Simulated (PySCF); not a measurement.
## Gas-phase XPS of ethylgermane, computed

Species: ethylgermane, C₂H₈Ge.
Z-matrix (Å and degrees, PBE0-D3(BJ)/def2-SVP geometry), rows numbered from 1:
```
C 
C   1  1.5364
Ge  2  1.9600  1  113.88
H   1  1.1001  2  111.61  3  -118.95
H   1  1.1022  2  113.32  3     1.25
H   1  1.1001  2  111.60  3   121.37
H   2  1.1012  1  111.27  3   121.15
H   2  1.1011  1  111.39  3  -121.23
H   3  1.5425  2  109.62  1   -54.76
H   3  1.5424  2  109.99  1    64.02
H   3  1.5415  2  111.31  1  -175.33
```

Theory: delta-SCF UKS SCAN, pcX-2 on the ionised atom, pcseg-1 elsewhere, spin-free X2C (PySCF). Binding energies are ΔSCF values: E(core-ionised, relaxed orbitals) − E(ground state) at a fixed geometry, referred to the vacuum level.

Q: What binding energy does each computed site have?

A: 
| atom(s) | environment | level | binding energy (eV) | above the level's lowest (eV) | count |
| --- | --- | --- | --- | --- | --- |
| C2 | sp3 carbon bound to germanium | C 1s | 290.32 | 0.00 | 1 |
| C1 | methyl carbon | C 1s | 290.73 | +0.41 | 1 |

The listed C 1s values span 0.41 eV, from C2 (bonded to C, 2 H and Ge) to C1 (bonded to C and 3 H). Summing the Pauling electronegativity differences to the bonded atoms, each weighted by its formal bond order, gives -1.24 for the lowest site and -1.05 for the highest.

Q: Which photon energy gives electrons from C 1s of C2 a kinetic energy of 50 eV, and what is their de Broglie wavelength?

A: hν = 290.32 + 50 = 340.32 eV, recoil neglected; λ = 12.264 Å/√(E/eV) = 1.73 Å.

Q: Give the binding energy of C 1s of C2 in hartree and in kJ/mol.

A: 290.32 eV = 10.6691 Eh = 28012 kJ/mol.

No level of germanium is listed. Isolated species at its PBE0-D3(BJ)/def2-SVP geometry, gas phase.

The run took 11 s on one thread, Arm Neoverse V1 (aarch64), no GPU, shared host, and the process peaked at 0.45 GiB of memory.
